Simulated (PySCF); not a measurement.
C2H8GeOSi, SMILES C[Si@H]1O[CH2][GeH2]1.

The structure is a stationary point at r2SCAN-D4/def2-SVP. The structure was generated by enumeration; whether it is a known compound was not checked.

Level of theory: TDA-M06-2X/def2-SVPD run with PySCF.

Vertical excitations. 

Computed excitation energies, oscillator strengths and character:
| state | energy (eV) | λ (nm) | f | main pairs |
|---|---|---|---|---|
| S1 | 6.17 | 201 | 0.090 | HOMO→LUMO+1 66 %, HOMO→LUMO+2 17 % |
| S2 | 6.41 | 193 | 0.142 | HOMO→LUMO 56 %, HOMO→LUMO+2 13 %, HOMO→LUMO+3 11 % |
| S3 | 6.56 | 189 | 0.191 | HOMO→LUMO+2 37 %, HOMO→LUMO 31 %, HOMO→LUMO+3 16 % |
| S4 | 6.72 | 184 | 0.033 | HOMO−1→LUMO 75 % |
| S5 | 6.78 | 183 | 0.010 | HOMO→LUMO+3 26 %, HOMO−1→LUMO+1 26 %, HOMO→LUMO+2 17 %, HOMO−1→LUMO+2 11 % |
| S6 | 6.86 | 181 | 0.039 | HOMO→LUMO+3 28 %, HOMO→LUMO+1 13 %, HOMO−1→LUMO+2 10 %, HOMO−2→LUMO+1 10 % |
| S7 | 6.99 | 177 | 0.008 | HOMO−1→LUMO+1 23 %, HOMO−2→LUMO+1 18 %, HOMO−2→LUMO+2 15 %, HOMO−2→LUMO 14 % |
| S8 | 7.21 | 172 | 0.017 | HOMO−1→LUMO+3 27 %, HOMO−1→LUMO+2 25 %, HOMO−2→LUMO+1 11 %, HOMO−2→LUMO 11 % |
| S9 | 7.24 | 171 | 0.019 | HOMO−2→LUMO 50 %, HOMO−2→LUMO+1 16 %, HOMO−1→LUMO+3 10 %, HOMO−1→LUMO+2 8 % |
| S10 | 7.59 | 163 | 0.057 | HOMO−1→LUMO+3 35 %, HOMO−1→LUMO+2 24 %, HOMO−1→LUMO+1 22 %, HOMO−2→LUMO+3 5 % |
| T1 | 5.26 | 236 | 0 | HOMO→LUMO 77 % |
| T2 | 5.67 | 219 | 0 | HOMO→LUMO+1 69 %, HOMO→LUMO+2 17 % |
| T3 | 5.85 | 212 | 0 | HOMO→LUMO+3 46 %, HOMO→LUMO+2 27 %, HOMO→LUMO+4 11 % |
| T4 | 6.34 | 195 | 0 | HOMO−1→LUMO 48 %, HOMO−1→LUMO+1 20 % |
Triplets are in the Tamm–Dancoff approximation.
